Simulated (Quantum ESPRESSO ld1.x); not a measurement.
The numbers below are computed, except where a source is named.
All-electron atom: Te19+ in [Ar] 3d10 4s2 4p3.

Code: ld1.x of Quantum ESPRESSO 7.5. Model: non-relativistic Kohn-Sham, LDA (Slater exchange, VWN5 correlation), spin-polarised, spherical densities, point nucleus; open shells are filled with parallel spins first; relativity is left out, which matters for an element this heavy.

Energy parts (hartree):
total: -6459.4600
kinetic: 6456.7494
electron-nucleus: -14698.1030
Hartree: 1929.2567
exchange-correlation: -147.3631

Orbitals (lengths in bohr, moments of r in powers of bohr; r(90%) holds 90 % of the orbital's charge):
orbital  occ.  eigenvalue (hartree)     <r^2>  r(90%)      <r^4>  <1/r>
1s up       1            -1135.2050  0.001145  0.0520  3.315e-06  51.43
1s down     1            -1135.1533  0.001145  0.0520  3.315e-06  51.43
2s up       1             -186.1559   0.01863   0.194  0.0005879  11.80
2s down     1             -186.1221   0.01863   0.194  0.0005878  11.80
2p up       3             -176.0179   0.01399   0.174  0.0003825  11.81
2p down     3             -175.9712   0.01399   0.174  0.0003825  11.81
3s up       1              -51.3203    0.1264   0.487    0.02400  4.328
3s down     1              -51.2603    0.1261   0.487    0.02386  4.330
3p up       3              -47.0881    0.1204   0.482    0.02279  4.260
3p down     3              -47.0239    0.1202   0.482    0.02264  4.263
3d up       5              -39.2607    0.1003   0.456    0.01801  4.136
3d down     5              -39.2006   0.09998   0.455    0.01785  4.139
4s up       1              -21.5461    0.5624    1.00     0.4401  1.982
4s down     1              -21.2719    0.5636    1.00     0.4431  1.982
4p up       3              -19.9255    0.5829    1.03     0.4797  1.921
4p down     0              -19.6541    0.5846    1.03     0.4842  1.920

The highest occupied level is 4p up at -542.20 eV. For comparison, the ionisation energy in NIST's Atomic Spectra Database is 555 eV (theoretical). In exact Kohn-Sham theory the highest level is minus the ionisation energy, but local and semilocal functionals leave it too shallow, through self-interaction and a potential that decays too fast; potentials with the right tail come closer. The density falls to 0.001 e/bohr^3 at r = 1.63 bohr. Virial ratio -V/T = 2.00042.
